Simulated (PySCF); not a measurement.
## C₆ coefficients of unlike pairs at UHF

Calculated with PySCF 2.14 from the dipole response of each species, C₆(A,B) = (3/π) ∫ α_A(iu) α_B(iu) du, in atomic units, from isotropic polarisabilities. For ions this is the dispersion term alone; charge-induced terms of lower order in 1/R come first.

```tsv
species	configuration	basis	relativity	α (bohr³)	C₆ (like pair)
Mo(2+)	[Kr] 4d4 (5D)	def2-QZVPPD with the def2 core potential (28 electrons) (7s5p4d3f2g)	core potential	9.075	48.31
Al(3+)	[Ne] (1S)	x2c-TZVPPall with one added diffuse shell each of s, p, d type (6s6p4d1f)	spin-free X2C	0.2474	0.2163
Cr	[Ar] 3d5 4s1 (7S)	x2c-TZVPPall with one added diffuse shell each of s, p, d, f type (7s6p5d3f1g)	spin-free X2C	106.5	970.3
P(2+)	[Ne] 3s2 3p1 (2P)	x2c-TZVPPall with one added diffuse shell each of s, p, d type (6s6p4d1f)	spin-free X2C	9.499	34.82
```

Estimate C₆ for Cr with Al(3+).

The integral gives 5.598. The combination rule 2 C_A C_B / (C_A α_B/α_A + C_B α_A/α_B) gives 4.401 and the geometric mean 14.49.

No spin-orbit coupling is included.

The other pairs:

| pair | C₆ |
| --- | --- |
| P(2+), Mo(2+) | 39.65 |
| Cr, Mo(2+) | 157.2 |
| P(2+), Al(3+) | 1.717 |
| Al(3+), Mo(2+) | 2.478 |
| P(2+), Cr | 151.0 |
